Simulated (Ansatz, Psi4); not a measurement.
Psi4 was given this input:
```
memory 2 GB

molecule mol {
-1 2
Si   -0.025340   -0.004657    1.319975
Br    1.113997   -1.697534   -0.248699
Br   -1.103861    1.699397   -0.279291
}

set {
  basis def2-svpd
  reference uks
  scf_type pk
  puream true
  d_convergence 1e-8
  dft_radial_points 99
  dft_spherical_points 590
}

energy('bhhlyp')
print_variables()
```

### Question
Write the same job for Ansatz (a first-principles code).

### Answer
One answer among several that fit: 
Ansatz 0.2 input:
```yaml
crystal:
  periodic: [false, false, false]
  atoms:
    - {symbol: Si, position_ang: [-0.02533964, -0.00465700, 1.31997514]}
    - {symbol: Br, position_ang: [1.11399650, -1.69753432, -0.24869921]}
    - {symbol: Br, position_ang: [-1.10386065, 1.69939712, -0.27929084]}
basis:
  gaussian:
    orbitals: def2-SVPD
hamiltonian:
  xc: {name: BHLYP}
total_charge: -1
magnetization: {spin_polarized: true, initial_magnetization: 1}
accuracy: high
```

Both were run: Psi4 gave -5437.190841 Eh and Ansatz -5437.190846 Eh, 0.005 mEh apart.
